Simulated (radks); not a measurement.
Question: Cd VIII, configuration [Kr] 4d5. Calculated with a radial shooting solver on a logarithmic mesh with Libxc functionals: scalar-relativistic Kohn-Sham, PBE, spin-unpolarised, spherical densities, point nucleus. Some entries of the table are withheld. Estimate them.

| orbital | occ. | eigenvalue (eV) | r(max) (bohr) |
|---|---|---|---|
| 1s | 2 | -26648.39 | 0.01968 |
| 2s | 2 | -4061.508 | (1) |
| 2p | 6 | -3656.964 | (2) |
| 3s | 2 | -855.2843 | 0.3237 |
| 3p | 6 | -722.5894 | 0.3169 |
| 3d | 10 | -515.2584 | (3) |
| 4s | 2 | -220.3928 | 0.7862 |
| 4p | 6 | (4) | 0.8292 |
| 4d | 5 | -119.0305 | 0.9159 |

Answer: 
(1) 2s r(max) (bohr): 0.1112
(2) 2p r(max) (bohr): 0.08899
(3) 3d r(max) (bohr): 0.2654
(4) 4p eigenvalue (eV): -179.7302
